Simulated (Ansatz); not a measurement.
C$_{4}$H$_{10}$BrFSi (SMILES CC[Si](F)(Br)CC), singlet, geometry from GFN2-xTB, atoms displaced at random by about 0.08 Å a coordinate; B3LYP/STO-3G, gradient (Ansatz, a quantum-chemistry and plane-wave program).

The Ansatz input:
Ansatz 0.2 input:
```yaml
crystal:
  periodic: [false, false, false]
  atoms:
    - {symbol: C, position_ang: [2.61662643, -0.80158620, -0.78814539]}
    - {symbol: C, position_ang: [1.30113311, -1.27141602, -1.09852407]}
    - {symbol: Si, position_ang: [-0.01772347, 0.23851062, -0.67808330]}
    - {symbol: F, position_ang: [0.51279967, 1.58775106, -1.30756586]}
    - {symbol: Br, position_ang: [0.07631183, 0.36230571, 1.49554423]}
    - {symbol: C, position_ang: [-1.90332292, -0.23791974, -0.96022725]}
    - {symbol: C, position_ang: [-2.63903687, -1.35685270, -0.57323413]}
    - {symbol: H, position_ang: [2.84764648, 0.14700965, -1.29016124]}
    - {symbol: H, position_ang: [2.70596637, -0.78962661, 0.19910246]}
    - {symbol: H, position_ang: [3.32025970, -1.57309491, -1.19449484]}
    - {symbol: H, position_ang: [0.88820226, -2.22149614, -0.78809130]}
    - {symbol: H, position_ang: [1.04143052, -1.36211750, -2.33406266]}
    - {symbol: H, position_ang: [-2.58259977, 0.67881121, -1.00946175]}
    - {symbol: H, position_ang: [-1.84697742, -0.34573380, -2.31075914]}
    - {symbol: H, position_ang: [-2.03871731, -2.20916162, -0.75014112]}
    - {symbol: H, position_ang: [-2.50163214, -1.17691028, 0.79252738]}
    - {symbol: H, position_ang: [-3.55164328, -1.51080161, -0.74209496]}
basis:
  gaussian:
    orbitals: STO-3G
hamiltonian:
  xc: b3lyp
output: {forces: true}
```

Output, abridged:

```
Functional definition: B3LYP
778 factors; integrals over basis functions are off by at most 5.0e-5 eV
mean field evaluation 1: about -83998.8562 eV, gradient 2.4e1 eV
mean field evaluation 2: about -83999.1052 eV, gradient 2.5e1 eV
mean field evaluation 4: about -84001.1969 eV, gradient 9.9e-1 eV
mean field evaluation 8: about -84001.1170 eV, gradient 1.4e-2 eV
mean field -84001.11703087 eV, -3086.9841128823 hartree, gradient 6.4e-5 eV, S^2 0.000000; 0 other end points of the search recorded, 0 dependent functions left out
the calculation of the forces begins
reference -84001.11726228 eV, -3086.9841213866 hartree; 46, 46 occupied and 16, 16 virtual orbitals, 778 factors
Total energy: -84001.11726228 eV, -3086.9841213866 hartree
Atom 0 at     2.616626    -0.801586    -0.788145 Å, force     3.623004    -1.479020    -5.464459 eV/Å
Atom 1 at     1.301133    -1.271416    -1.098524 Å, force    -8.380695     1.947027    -6.686722 eV/Å
Atom 2 at    -0.017723     0.238511    -0.678083 Å, force    -0.890789    -5.054016     1.178977 eV/Å
Atom 3 at     0.512800     1.587751    -1.307566 Å, force     0.282527     1.726654    -1.131837 eV/Å
Atom 4 at     0.076312     0.362306     1.495544 Å, force     0.203798     0.442391     1.629754 eV/Å
Atom 5 at    -1.903323    -0.237920    -0.960227 Å, force     1.943697     7.264501   -10.868172 eV/Å
Atom 6 at    -2.639037    -1.356853    -0.573234 Å, force     8.844176    -1.423040    11.679470 eV/Å
Atom 7 at     2.847646     0.147010    -1.290161 Å, force     0.065400     0.176496     0.388476 eV/Å
Atom 8 at     2.705966    -0.789627     0.199102 Å, force     1.158748     0.733527     5.880430 eV/Å
Atom 9 at     3.320260    -1.573095    -1.194495 Å, force     0.232928     0.764359     0.485544 eV/Å
Atom 10 at     0.888202    -2.221496    -0.788091 Å, force     0.475010    -0.606946     1.258728 eV/Å
Atom 11 at     1.041431    -1.362118    -2.334063 Å, force     1.612377     0.340547     3.708060 eV/Å
Atom 12 at    -2.582600     0.678811    -1.009462 Å, force     1.136500    -0.614429     0.941053 eV/Å
Atom 13 at    -1.846977    -0.345734    -2.310759 Å, force     0.074458     0.334328     4.318408 eV/Å
Atom 14 at    -2.038717    -2.209162    -0.750141 Å, force     0.463060    -2.118001    -0.257715 eV/Å
Atom 15 at    -2.501632    -1.176910     0.792527 Å, force    -1.220130    -1.524875    -4.760415 eV/Å
Atom 16 at    -3.551643    -1.510802    -0.742095 Å, force    -9.624068    -0.909505    -2.299578 eV/Å
Dipole moment:    -0.001681    -0.065705    -0.459791 e Å
```
